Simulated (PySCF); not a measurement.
r2SCAN on Sc (scandium, neutral), [Ar] 3d1 4s2, 2D determinant. Computed with PySCF 2.14 in aug-cc-pwCVTZ, with no relativity, point nucleus.

```
cycle= 1 E= -760.576695113986  delta_E= -0.0109  |g|= 0.0245  |ddm|= 1.31
cycle= 2 E= -760.579358069349  delta_E= -0.00266  |g|= 0.0184  |ddm|= 0.294
cycle= 3 E= -760.581226447993  delta_E= -0.00187  |g|= 0.0179  |ddm|= 0.243
cycle= 4 E= -760.581989114098  delta_E= -0.000763  |g|= 0.00847  |ddm|= 0.164
cycle= 5 E= -760.582290214091  delta_E= -0.000301  |g|= 0.00318  |ddm|= 0.171
cycle= 6 E= -760.582262708322  delta_E= 2.75e-05  |g|= 0.0053  |ddm|= 0.0881
cycle= 7 E= -760.582305912482  delta_E= -4.32e-05  |g|= 0.000404  |ddm|= 0.0631
cycle= 8 E= -760.582306259031  delta_E= -3.47e-07  |g|= 0.000495  |ddm|= 0.00787
cycle= 9 E= -760.582306502432  delta_E= -2.43e-07  |g|= 5.14e-05  |ddm|= 0.00341
cycle= 10 E= -760.582306509279  delta_E= -6.85e-09  |g|= 2.23e-05  |ddm|= 0.000897
cycle= 11 E= -760.582306510667  delta_E= -1.39e-09  |g|= 2.06e-06  |ddm|= 0.000541
cycle= 12 E= -760.582306510674  delta_E= -6.82e-12  |g|= 5.09e-07  |ddm|= 7e-05
converged SCF energy = -760.582306510674  <S^2> = 1.2473874  2S+1 = 2.4473556
```

Highest occupied orbital energy: -3.736 eV; ⟨L²⟩ = 7.78; populations by l: s 7.71, p 12.00, d 1.29, f 0.00.

**Question.** Can this result be used?

**Answer.** Not for this state. The run converged. ⟨L²⟩ = 7.78 against 6 for a pure D term, so this real determinant mixes terms. ⟨S²⟩ = 1.25 against 0.75 shows spin contamination. The s, p, d and f populations moved away from the nominal configuration during the SCF.
